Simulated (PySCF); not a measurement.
**Polarisability and C₆ of Au²⁺ (gold, charge +2)**

[Xe] 4f14 5d9, 2D determinant. Calculation: PySCF 2.14, in ANO-RCC-VTZP; scalar relativity by spin-free X2C-1e. Coupled (time-dependent) response in atomic units; α is the mean over directions. The basis has no added diffuse functions, which lowers α and C₆.

```
method  mean α (bohr³)         α xx, yy, zz  C₆ (like pair)  S(−4)
   UHF           7.659  7.519, 7.519, 7.938           49.64  11.32
   PBE           8.590  8.497, 8.497, 8.778           56.51  16.42
```

S(−4) is the Cauchy moment in α(ω) = α(0) + S(−4) ω² + …

Spin-orbit coupling is absent.

α(iu) at PBE:

```
u (hartree)  α(iu) (bohr³)
          0          8.590
     0.0500          8.550
      0.100          8.432
      0.200          8.016
      0.300          7.469
      0.500          6.352
      0.750          5.208
       1.00          4.322
       1.50          3.057
       2.00          2.235
       3.00          1.317
       5.00         0.6027
```

A single London oscillator, α(iu) = α/(1 + u²/ω²), gives C₆ = (3/4) ω α². Matching the computed C₆ needs ω = 4 × 56.51 / (3 × 8.590²) = 1.02 hartree.

For an ion, C₆ is the dispersion term alone; charge-induced terms of lower order in 1/R come first.

The components differ because the open shell of this determinant is not spherical; for a pure term their mean is the scalar polarisability.

Spin-orbit coupling, absent here, splits the open shell strongly.
